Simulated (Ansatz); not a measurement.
Geometry optimisation, RKS PBE0-D4/def2-SVP (Ansatz 0.2.0).

input.yaml

```yaml
crystal:
  periodic: [false, false, false]
  atoms:
    - { symbol: Si, position_ang: [0.0, 0.0, 0.0] }
    - { symbol: H, position_ang: [0.0, 0.0, 1.46] }
    - { symbol: Cl, position_ang: [2.0086, 0.0, -0.7093] }
    - { symbol: F, position_ang: [-0.7489, 1.2974, -0.5295] }
    - { symbol: F, position_ang: [-0.7489, -1.2974, -0.5295] }
basis:
  gaussian: { orbitals: def2-SVP }
hamiltonian:
  xc: pbe0
  dispersion: d4
relax:
  f_tol: 0.02
  max_steps: 40
```

Run as:

```bash
$ ansatz run input.yaml --threads 1 --pin off --max-ram 2048MiB --backend cpu --events-out ev --progress --plain --runs-dir out
```

Where does it end, and by what steps?

The run converged. After 5 steps the energy has fallen by 0.105 eV; Cl3 moved furthest, 0.07 Å.

```
step  energy less start (eV)  largest force component (eV/Å)  accepted
   0                  0.0000                           1.996       yes
   1                 -0.0937                           0.787       yes
   2                 -0.1036                           0.154       yes
   3                 -0.1048                           0.063       yes
   4                 -0.1051                           0.031       yes
   5                 -0.1052                           0.011       yes
```

```xyz
5
Properties=species:S:1:pos:R:3
Si 0.035 0.000 0.014
H 0.000 0.000 1.483
Cl 1.934 0.000 -0.706
F -0.729 1.292 -0.550
F -0.729 -1.292 -0.550
```

The run took 12 s on 1 thread of Arm Neoverse V2, on a shared host, peak memory 0.13 GiB.
